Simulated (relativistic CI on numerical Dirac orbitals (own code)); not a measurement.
Exchange splitting of the 3s photoelectron line of Ni4+

Problem. Ni4+ ([Ar] 3d6) has the spin S = 2. The exchange integral with a hole in 3s, calculated from Dirac-KLI orbitals and scaled by 0.8, is G^2(3s,3d) = 11.654 eV, with l = 2 the orbital momentum of the open shell. Find the splitting and the intensity ratio of the 3s line.

Working.
1. The electron left in 3s couples its spin to S, giving S + ½ = 5/2 and S − ½ = 3/2.
2. Van Vleck's theorem gives ΔE = (2S + 1) G^l/(2l + 1) = 5 × 11.654/5 = 11.65 eV, with the high-spin state at lower binding energy.
3. The intensities follow the multiplicities, (2S + 2) : 2S = (S + 1) : S = 1.50.

Check. The full multiplet calculation with spin-orbit coupling puts the centres of the two groups of its strongest lines 11.65 eV apart. Measured splittings are much smaller, often about half, when hole and open shell share n, because correlation inside the n = 3 shell lowers the low-spin state; the low-spin line also loses weight to satellites, so measured ratios exceed (S + 1)/S. The splitting still grows with S and serves to read the spin state.
